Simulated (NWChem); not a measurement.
# CH₆BeO₂Si; SMILES [Be]([O]C)[O][SiH3]

```xyz
11

Be    -0.0402     0.6048     0.0005
O     -0.0518     1.9935     0.0012
C      0.0485     3.3607    -0.0009
H      0.9653     3.7007     0.5146
H      0.0780     3.7615    -1.0305
H     -0.8125     3.8271     0.5114
O     -0.0315    -0.8145     0.0000
Si     0.0154    -2.4549    -0.0001
H     -1.0470    -3.0089    -0.8951
H     -0.2053    -2.9856     1.3805
H      1.3436    -2.9422    -0.4859
```
Atoms are numbered in this order, from 1.

Results from NWChem. Coordinates come from a PBE0/def2-SVP optimisation.

Question: Estimate the computed values for TPSS/3-21G. Quantities: highest occupied level (eV); orbital gap (eV); dipole (D).

Answer: 
```yaml
highest occupied level (eV): -6.21
orbital gap (eV): 6.45
dipole (D): 1.47
```
